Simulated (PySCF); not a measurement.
SMILES CO[Si](OC)OC (C3H9O3Si), doublet at its GFN2-xTB optimised geometry (Å):

```
16

C      1.9706    -0.8423     0.8222
O      1.1066    -1.5676     0.0000
Si    -0.5251    -1.5676     0.0000
O     -1.0169    -2.2379    -1.4040
C     -0.5894    -3.4307    -1.9893
O     -1.0160    -0.0115     0.0000
C     -2.2825     0.4958    -0.2950
H      1.6437     0.1944     0.9146
H      2.0143    -1.2913     1.8177
H      2.9624    -0.8746     0.3689
H     -1.0369    -4.2868    -1.4779
H     -0.9152    -3.4229    -3.0304
H      0.4971    -3.5199    -1.9463
H     -2.9624     0.3323     0.5450
H     -2.1765     1.5676    -0.4688
H     -2.6968     0.0198    -1.1849
```

Computed with unrestricted PBE0/def2-TZVP in PySCF. Cells within 0.4 Å of a nucleus heavier than hydrogen are left out (blank, or x).

Map of the log10 of the electron density (e/bohr³), floored at −4 on the plane z = 0.6 Å:

```
|0000000000000000000000000000000|
|0000000000000000000000000000000|
|0000000000000000000000000000000|
|0000000000000000000000000000000|
|0000000000000000000000000000000|
|0000000000000000000000000000000|
|0000000000000000000000000000000|
|0000001122110000000000000000000|
|0000012333221000000000000000000|
|0000123444332100000000000000000|
|0001234555433221111121100000000|
|0012455666544433222333321000000|
|0023567776666554334555432100000|
|0124678887777765445676543210000|
|0124689987789876456788754421000|
|0124678877899976556898876542100|
|0023566766789876557899887653200|
|001234555578887666789x999764200|
|000123344567777777899x999764200|
|0000112345677887889999888754200|
|0000011245677887889988776543100|
|0000001245677877788876654432000|
|0000001234567777677765433210000|
|0000001234566666556554321100000|
|0000000123455555444432210000000|
|0000000012344444333221000000000|
|0000000001223332221100000000000|
|0000000000112221100000000000000|
|0000000000001100000000000000000|
|0000000000000000000000000000000|
|0000000000000000000000000000000|
```
Scale: ten equal steps from -4.00 (start of '0') to -0.448 (end of '9'), in the order '0123456789'; x runs from -5.00 to 5.00, y from -5.00 (bottom) to 5.00 (top).
